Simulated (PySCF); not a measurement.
Sn(H)2(Br)(OMe) (CH5BrOSn), SMILES C[O][SnH2][Br].

Geometry optimised at B3LYP-D3(BJ)/def2-SVP. The structure was generated by enumeration; whether it is a known compound was not checked. The def2 effective core potentials stand for the cores of Sn; spin–orbit coupling is left out. The values are those of a single conformer.

Calculation: PySCF with C-PCM-M06-2X/def2-SVP.

The values are the electrostatic part of the solvation free energy, E(continuum) − E(gas) at the gas-phase geometry, in a cavity of scaled van der Waals radii (PySCF's table); cavitation and dispersion terms are not included. A continuum can't describe solvent molecules that bind to the metal. In vacuum the orbital gap is 9.26 eV. The dipole moment in vacuum is 2.03 D.

Computed values in water (ε = 78.36), acetonitrile (ε = 35.69), dimethylsulfoxide (ε = 46.83):
```
solvent                ε  ΔG(elec) (kcal/mol)  dipole (D)  gap (eV)
-----------------  -----  -------------------  ----------  --------
water              78.36                 -4.6        2.79      9.37
acetonitrile       35.69                 -4.5        2.78      9.37
dimethylsulfoxide  46.83                 -4.6        2.78      9.37
```
